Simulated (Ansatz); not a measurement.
(1) Predict a relaxed structure of the cluster Sn2S, charge 0, singlet, at B3LYP-D4/def2-TZVP (Ansatz).

Results:

(1) 
```xyz
3

Sn   -0.551    1.404   -0.553
Sn    1.475   -0.638    0.026
S    -0.923   -0.767    0.527
```
Point group C2v (tolerance 0.1 Å). This is one stationary point.

In the def2 sets Sn takes a core potential; there is no spin–orbit coupling. The structure comes from a short search, and lower isomers may exist.
